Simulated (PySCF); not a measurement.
Ge(H)3(SH) (GeH₄S), SMILES [GeH3][SH].

Geometry optimised at PBE0-D3(BJ)/def2-TZVP.

Level of theory: PySCF with PBE0/def2-TZVPD.

Symmetry labels are those of the subgroup Cs that the program uses (full group Cs).

**Question.** List the valence orbital energies around the gap with their symmetry. (An estimate is asked for; the answer gives what the named calculation found.)

**Answer.** 
| orbital | symmetry | energy (eV) |
|---|---|---|
| HOMO−7 | A' | -33.96 |
| HOMO−6 | A' | -20.41 |
| HOMO−5 | A' | -15.52 |
| HOMO−4 | A' | -11.61 |
| HOMO−3 | A" | -10.14 |
| HOMO−2 | A' | -9.86 |
| HOMO−1 | A' | -9.16 |
| HOMO | A" | -7.35 |
| LUMO | A' | -0.32 |
| LUMO+1 | A' | -0.15 |
| LUMO+2 | A' | 0.88 |
| LUMO+3 | A' | 0.95 |
